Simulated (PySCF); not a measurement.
C2H7NSi2, SMILES C[Si@@H]1N=C[SiH2]1. The structure is a stationary point at B3LYP-D3(BJ)/def2-SVP. The structure was generated by enumeration; whether it is a known compound was not checked.

Task: Give the equilibrium geometry at B3LYP-D3(BJ)/def2-SVP (PySCF confirms it by a frequency run) as a Z-matrix. (An estimate is asked for; the answer gives what the named calculation found.)

Result: 
```
Si
H 1 1.4928
N 1 1.8145 2 111.27
C 3 1.2893 1 103.71 2 116.97
H 4 1.1090 3 120.01 1 179.73
C 1 1.8771 2 110.06 3 -125.55
H 6 1.1007 1 110.86 2 179.31
H 6 1.1020 7 108.49 1 -121.86
H 6 1.1023 7 108.37 8 -117.20
Si 4 1.9348 5 130.77 3 179.87
H 10 1.4961 4 115.78 5 62.92
H 10 1.4970 11 107.66 4 130.57
```
Charge 0, spin multiplicity 1.
